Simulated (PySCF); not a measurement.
Ir: ionisation energy

Ir [Xe] 4f14 5d7 6s2 (4F) → Ir⁺ [Xe] 4f14 5d7 6s1 (5F), as a difference of total energies. Computed with PySCF 2.14 in aug-cc-pVDZ-PP with ECP60MDF (5s5p4d2f, 54 functions), with scalar relativity through the core potential. Correlated levels: valence: 5s2 5p6 frozen. The calculations carry no spin-orbit coupling.

```json
{"method": "UHF", "ionisation energy (eV)": "7.077"}
{"method": "MP2 (valence)", "ionisation energy (eV)": "8.640"}
{"method": "SCS-MP2 (valence)", "ionisation energy (eV)": "8.790"}
{"method": "CCSD (valence)", "ionisation energy (eV)": "8.594"}
{"method": "CCSD(T) (valence)", "ionisation energy (eV)": "8.699"}
```

Errors of the correlated levels include the incompleteness of this basis and the frozen core.

**Question.** Which method comes closest to the reference value, and which is furthest?

**Answer.** The reference is 8.926 eV (measured; NIST levels, between the centres of gravity of the two terms). Closest: SCS-MP2 (valence) (error -0.136 eV); furthest: UHF (error -1.849 eV).
